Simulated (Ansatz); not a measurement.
Reaction (ligand exchange at a Zr–N bond): `[NH2][Zr]([NH2])([NH2])[F]` + HI → `[NH2][Zr]([NH2])([F])[I]` + NH₃

Calculated with Ansatz (gas phase, PBE0-D4/def2-TZVP geometries, no zero-point term in ΔE). CBS: MP2 limit from def2 TZ/QZ plus the TZ coupled-cluster correction, frozen cores. This one scheme is used for every species. Functionals use def2-TZVPP. B3LYP here is the variant with VWN-RPA as its local correlation; programs differ in this. HSE06 is defined as in plane-wave codes. Elements past krypton have def2 core potentials. For I, Zr outer-core shells are correlated without core-valence functions, which leaves a few kJ/mol of doubt a bond. One conformer a species, not always the lowest.

`[NH2][Zr]([NH2])([NH2])[F]`:

Cartesian coordinates in Å:
```
N -0.714 -1.765 0.056
Zr 0.209 -0.035 -0.495
N -1.176 1.453 -0.365
N 1.641 0.354 0.900
F 0.957 -0.161 -2.270
H -0.370 -2.697 -0.136
H -1.634 -1.839 0.469
H -1.864 1.672 -1.073
H -1.222 2.156 0.360
H 2.415 0.994 0.778
H 1.759 -0.133 1.777
```

HI:

Cartesian coordinates in Å:
```
I -0.433 0.003 0.679
H 0.433 -0.003 -0.679
```

`[NH2][Zr]([NH2])([F])[I]`:

Z-matrix (Å, degrees):
```
Zr
N 1 2.014
F 1 1.904 2 109.5
N 1 2.009 2 106.5 3 -120.4
I 1 2.757 2 108.2 3 122.0
H 2 1.010 1 127.0 3 129.5
H 2 1.012 1 124.2 3 -50.1
H 4 1.012 1 126.6 2 113.2
H 4 1.012 1 124.2 2 -73.9
```

NH₃:

```xyz
4

N     0.081   -0.035   -0.268
H    -0.464    0.810   -0.147
H    -0.490   -0.806    0.056
H     0.874    0.031    0.359
```

```csv
level,ΔE (kJ/mol),difference from CCSD(T)/CBS
LDA (SPW92),-96.4,9.0
PBE-D4,-101.2,4.2
revPBE-D4,-98.5,6.9
BLYP-D4,-93.0,12.4
r2SCAN-D4,-106.7,-1.3
B97M-V,-100.9,4.5
PBE0-D4,-107.8,-2.4
B3LYP-D4,-99.6,5.8
r2SCANh-D4,-108.4,-3.0
r2SCAN0-D4,-110.8,-5.4
HSE06-D4,-108.5,-3.1
BHLYP-D4,-108.6,-3.2
CAM-B3LYP-D4,-95.4,10.0
ωB97X-V,-100.4,5.0
ωB97M-V,-100.8,4.6
B2PLYP,-103.7,1.7
PBE-QIDH,-113.2,-7.8
PBE,-100.1,5.3
revPBE,-100.8,4.6
BLYP,-91.7,13.7
r2SCAN,-106.6,-1.2
PBE0,-106.5,-1.1
B3LYP,-97.5,7.9
r2SCAN0,-110.4,-5.0
BHLYP,-103.5,1.9
CAM-B3LYP,-93.6,11.8
LC-ωPBE,-99.1,6.3
RPA@PBE/def2-TZVPP,-97.4,8.0
HF/def2-SVP,-105.5,-0.1
MP2/def2-SVP,-103.6,1.8
CCSD/def2-SVP,-93.9,11.5
CCSD(T)/def2-SVP,-95.7,9.7
HF/def2-TZVPP,-112.2,-6.8
MP2/def2-TZVPP,-113.3,-7.9
CCSD/def2-TZVPP,-101.1,4.3
HF/def2-QZVPP,-112.1,-6.7
SCS-MP2/def2-QZVPP,-107.9,-2.5
HF/CBS(def2),-112.1,-6.7
MP2/CBS(def2),-115.5,-10.1
CCSD/CBS(def2),-103.3,2.1
CCSD(T)/CBS,-105.4,0
```

Largest T1 diagnostic among the species: 0.016.

From BLYP to BHLYP (50 % exact exchange), in def2-TZVPP and without D4, ΔE moves by −11.7 kJ/mol. Leaving LDA and LC-ωPBE aside and taking each functional with its dispersion term where it has one, the values spread over 20.2 kJ/mol, from PBE-QIDH to BLYP-D4. LDA lies +3.7 kJ/mol from PBE without D4. At CCSD(T), def2-SVP lies +9.7 kJ/mol from the extrapolated value and def2-TZVPP +2.2 kJ/mol.
